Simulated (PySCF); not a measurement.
## Deuteron quadrupole couplings in `C=CCC[Si](P)(P)Cl`

Compound: C4H11ClP2Si.
Cartesian coordinates in Å at the GFN2-xTB level; atoms count from 1:
```
atom  x, y, z in Å
C1     3.148    0.006    0.749
C2     2.505    0.190   -0.388
C3     1.023    0.153   -0.597
C4     0.196   -0.112    0.654
Si5   -1.668   -0.111    0.225
P6    -2.017   -1.815   -1.230
P7    -2.093    1.831   -0.867
Cl8   -2.717   -0.304    1.982
H9     2.644   -0.198    1.678
H10    4.223    0.050    0.799
H11    3.067    0.391   -1.292
H12    0.715    1.111   -1.036
H13    0.801   -0.617   -1.346
H14    0.481   -1.074    1.083
H15    0.409    0.653    1.401
H16   -3.399   -1.750   -1.162
H17   -1.962   -2.794   -0.252
H18   -1.903    2.612    0.262
H19   -3.463    1.787   -0.673
```

Level: PBE0/pcSseg-1 (PySCF, non-relativistic); Q(2H) = 0.00286 b; rigid geometry, the same for H and D, with no vibrational averaging.

Problem. Rank these positions by the coupling χzz of a deuteron there, largest first.
A. H13 (methylene hydrogen)
B. H11 (vinylic hydrogen)
C. H9 (vinylic hydrogen)
D. H17 (P–H hydrogen)
E. H14 (methylene hydrogen)

Solution. C (227 kHz), B (216 kHz), E (209 kHz), A (196 kHz), D (143 kHz).

Problem. Tabulate Vzz, the asymmetry η and χzz = 234.96 MHz × Q × Vzz for every hydrogen position.

Solution. 
```csv
atom,bonded to,bond length (Å),Vzz (au),η,χzz (kHz)
H9,C1,1.076,0.3382,0.05,227
H10,C1,1.077,0.3385,0.05,227
H11,C2,1.083,0.3217,0.06,216
H12,C3,1.097,0.2909,0.06,195
H13,C3,1.096,0.2923,0.05,196
H14,C4,1.091,0.3115,0.01,209
H15,C4,1.091,0.3114,0.01,209
H16,P6,1.385,0.2136,0.08,144
H17,P6,1.385,0.2127,0.07,143
H18,P7,1.386,0.2122,0.07,143
H19,P7,1.384,0.2140,0.08,144
```

Problem. Average by the element that carries the hydrogen.

Solution. on C: 212 kHz over 7 positions, mean bond length 1.087 Å; on P: 143 kHz over 4 positions, mean bond length 1.385 Å.

Problem. How does χzz go with the bond length over the 7 C–H bonds?

Solution. A straight-line fit has a slope of -14.9 kHz for each 0.01 Å, with a correlation coefficient of -0.99, over lengths from 1.076 to 1.097 Å. The longer bonds have the smaller couplings here.

Problem. A static deuteron (I = 1) shows a doublet split by (3/2)χ, (3/4)χ(1 + η) and (3/4)χ(1 − η) with the field along z, y and x of the gradient. What are these for H9?

Solution. With |χ| = 227.3 kHz and η = 0.053: 341, 180 and 161 kHz, to first order and without motion.

One conformer (not necessarily the lowest) at the GFN2-xTB geometry, without solvent, vibrations or thermal averaging. GFN2-xTB bond lengths can be off by several hundredths of an ångström, more for odd bonds, and the gradients follow them. With a basis this small, the couplings can be 20 % off.

The run behind these numbers computed NMR shieldings as well. Time: 51 s; peak memory 1.1 GiB. Hardware: one thread, AMD EPYC 7R43 (x86_64), shared host.
